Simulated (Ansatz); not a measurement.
This geometry of C2H3AlO (7 atoms, charge 0, multiplicity 1) is a first-order saddle point.

Computed with RKS r2SCAN-D4/def2-SVP (Ansatz).

```xyz
7
Properties=species:S:1:pos:R:3
O 0.799 -1.434 2.155
C 0.606 -1.084 1.056
C 0.357 -0.632 -0.151
Al -0.574 1.023 -0.561
H 0.714 -1.258 -0.981
H -2.148 1.016 -0.764
H 0.246 2.368 -0.754
```

(1) Which two structures does it join? (They come from a converged band through this point; their orientation in space is the band's.)

(2) How far does it lie above each of them?

Answers

(1) No bond is made or broken. The dihedral C2–C3–Al4–H7 goes from -180 to 0°. The two ends are copies of one structure, up to a mirror image or an exchange of like atoms.

Initial state:

```xyz
7
Properties=species:S:1:pos:R:3
O -0.441 -2.017 1.632
C 0.084 -1.307 0.872
C 0.613 -0.456 0.013
Al -0.375 1.084 -0.571
H 1.627 -0.669 -0.345
H -1.835 1.304 0.004
H 0.326 2.060 -1.604
```

Final state:

```xyz
7
Properties=species:S:1:pos:R:3
O -0.437 -2.011 1.635
C 0.088 -1.304 0.872
C 0.615 -0.457 0.009
Al -0.376 1.083 -0.570
H 1.627 -0.671 -0.354
H 0.316 2.059 -1.609
H -1.833 1.302 0.017
```

(2) 0.35 eV above the first and 0.35 eV above the second. This is the barrier of this one path; another mechanism may lie lower.

Time of the run: 3.4 min on 1 thread of Arm Neoverse V1, on a shared host, peak memory 0.13 GiB.
